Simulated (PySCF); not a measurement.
Isomers of C3H13NSi2.

All values: PBE0/def2-SVPD (PySCF) at GFN2-xTB geometries, gas phase, one conformer each. Core orbitals are frozen in the response; Δα² is half the sum of the squared differences of the principal polarisabilities.

Question: Rank by HOMO energy, lowest first.
A. `[NH2:1][CH2:2][SiH2:3][CH2:4][CH2:5][SiH3:6]` with H–N1–C2–Si3 59° and -59°, N1–C2–Si3–C4 56°, C2–Si3–C4–C5 59°, Si3–C4–C5–Si6 180°
B. `[CH3:1][CH:2]([CH3:3])[NH:4][SiH2:5][SiH3:6]` with C1–C2–N4–Si5 -89°, C2–N4–Si5–Si6 -175°
C. `[NH2:1][CH2:2][CH2:3][CH:4]([SiH3:5])[SiH3:6]` with H–N1–C2–C3 165° and -74°, N1–C2–C3–C4 -61°, C2–C3–C4–Si5 -75°

Answer: C (-7.01 eV), B (-6.73 eV), A (-6.53 eV).

All values together:

| SMILES | μ (D) | HOMO (eV) | LUMO (eV) | α (Å³) | Δα (Å³) |
| --- | --- | --- | --- | --- | --- |
| CN[SiH2]CC[SiH3] | 1.14 | -6.68 | 0.34 | 15.01 | 6.24 |
| CC(C)N[SiH2][SiH3] | 1.26 | -6.73 | -0.09 | 15.34 | 4.64 |
| CCCN[SiH2][SiH3] | 1.31 | -6.64 | -0.17 | 15.26 | 3.40 |
| NC[SiH2]CC[SiH3] | 0.78 | -6.53 | 0.12 | 15.19 | 4.05 |
| NCCC([SiH3])[SiH3] | 3.23 | -7.01 | 0.31 | 14.88 | 2.72 |

Conformers: `[CH3:1][NH:2][SiH2:3][CH2:4][CH2:5][SiH3:6]` with C1–N2–Si3–C4 179°, N2–Si3–C4–C5 -171°, Si3–C4–C5–Si6 180°; `[CH3:1][CH:2]([CH3:3])[NH:4][SiH2:5][SiH3:6]` with C1–C2–N4–Si5 -89°, C2–N4–Si5–Si6 -175°; `[CH3:1][CH2:2][CH2:3][NH:4][SiH2:5][SiH3:6]` with C1–C2–C3–N4 178°, C2–C3–N4–Si5 -143°, C3–N4–Si5–Si6 50°; `[NH2:1][CH2:2][SiH2:3][CH2:4][CH2:5][SiH3:6]` with H–N1–C2–Si3 59° and -59°, N1–C2–Si3–C4 56°, C2–Si3–C4–C5 59°, Si3–C4–C5–Si6 180°; `[NH2:1][CH2:2][CH2:3][CH:4]([SiH3:5])[SiH3:6]` with H–N1–C2–C3 165° and -74°, N1–C2–C3–C4 -61°, C2–C3–C4–Si5 -75°.
